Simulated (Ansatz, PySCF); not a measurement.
Species: sum formula SiHF (charge 0, singlet). 
Geometry from a B3LYP-D3(BJ)/def2-TZVP (Ansatz, a quantum-chemistry and plane-wave program) optimisation:
```xyz
3

Si    -0.2468    -0.3148     0.4521
H     -0.9813    -1.2112    -0.5591
F      0.4929     0.6243    -0.6411
```
Charge 0, spin multiplicity 1.

Total electronic energies in hartree. Cores are frozen in the correlated levels unless marked. No spin-orbit coupling. No relativistic terms. CBS marks a two-point X^-3 extrapolation of the correlation energy; Hartree-Fock from the larger set (for Q and 5 zeta extrapolated as (X+1)exp(-9√X)).

The Hartree-Fock reference is unstable (checked in the largest basis), which strains HF and MP2. 

```
level                                        program  energy (Eh)
------------------------------------  --------------  -----------
HF/def2-QZVPPD                                Ansatz   -389.02331
BLYP/def2-TZVPD                               Ansatz          [?]
revPBE-D3(BJ)/def2-TZVPD              Ansatz + dftd3          [?]
TPSS-D3(BJ)/def2-TZVPD                 PySCF + dftd3   -390.01460
PBE0/def2-SVP                                 Ansatz          [?]
CCSD/aug-cc-pV(D+d)Z                          Ansatz   -389.28444
CCSD/aug-cc-pV(T+d)Z                          Ansatz   -389.39123
CCSD(T)/def2-TZVPP                            Ansatz   -389.39136
CCSD(T)/CBS(cc-pV(Q+d)Z,cc-pV(5+d)Z)          Ansatz    -389.4608
```

### Question
Fill in the missing entries.

### Answer

- BLYP/def2-TZVPD, energy (Eh): -389.98624
- revPBE-D3(BJ)/def2-TZVPD, energy (Eh): -389.89453
- PBE0/def2-SVP, energy (Eh): -389.53006
